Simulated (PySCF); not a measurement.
Structure problem from calculated spectra and properties.

Elements present: C, F, H, N and O. Monoisotopic mass: 211.0068 u.

* 1H NMR: chemical shifts (computed TMS as zero) by class: 3.03 (3 H) ppm [GIAO PBE/pcSseg-2]
* UV, strongest line: among the 10 lowest singlet transitions: S4 at 7.56 eV (164 nm, f = 0.203) [TDDFT B3LYP/def2-SVPD]
* Triplet: lowest triplet excitation (Tamm–Dancoff): 5.20 eV [TDA B3LYP/def2-SVPD]
* Couplings: largest of the computed one-bond spin–spin couplings (means over like bonds): 19F–13C -343.5 (×3), 19F–13C -343.4 (×3), 13C–1H +143.8 (×3) Hz [B3LYP/pcJ-1, spin–dipole term left out for some pairs]
* Rotational structure: rotational constants A, B, C: 1.155, 0.572, 0.443 GHz [PBE0-D3(BJ)/def2-SVP]
* 13C NMR: chemical shifts (computed TMS as zero) by class: 139.2 (1 C), 134.9 (1 C), 134.7 (1 C), 33.9 (1 C) ppm [GIAO PBE/pcSseg-2]

The electronic properties come from PySCF, for the isolated species, density fitting. Levels stand in brackets. The structure is a single PBE0-D3(BJ)/def2-SVP conformer in the gas phase; no vibrational or solvent corrections. Each NMR value is the plain mean over a class of atoms that symmetry, rotation or inversion makes alike.

**Question.** Which formula fits the mass and the elements?

**Answer.** C4H3F6NO2 (calculated 211.0068). Within 0.0003 u, C12H2FNO2 would fit the mass too; the spectra decide.

**Question.** What is the compound? Reason from the data.

**Answer.** Numbering: `[CH3:1][N:2]=[C:3]([O:4][C:5]([F:6])([F:7])[F:8])[O:9][C:10]([F:11])([F:12])[F:13]`. Its formula, C4H3F6NO2, gives 1 degree of unsaturation: 0 rings and 1 π bond in the structure found. 4 carbons fall into 4 classes; from least to most shielded: C=N carbon [C3] (139.2 ppm), CF3 carbon [C5] (134.9 ppm), CF3 carbon [C10] (134.7 ppm), N-methyl carbon [C1] (33.9 ppm). All hydrogens form one class (3.03 ppm): methyl hydrogen. The couplings run between: -343.5 Hz, fluorine of a CF3 group [F11] and CF3 carbon [C10] (with 2 like pairs); -343.4 Hz, fluorine of a CF3 group [F6] and CF3 carbon [C5] (with 2 like pairs); +143.8 Hz, N-methyl carbon [C1] and its hydrogen (with 2 like pairs). By its constants the optimised geometry is an asymmetric top. Structure: `FC(OC(=NC)OC(F)(F)F)(F)F`. The assignments are read from this structure; whether some other isomer fits the data as well wasn't checked.

Shape of the structure used: `[CH3:1][N:2]=[C:3]([O:4][C:5]([F:6])([F:7])[F:8])[O:9][C:10]([F:11])([F:12])[F:13]`: N2–C3–O4–C5 -3°, C3–O4–C5–F6 -179°, N2–C3–O9–C10 -179°, C3–O9–C10–F11 179°.
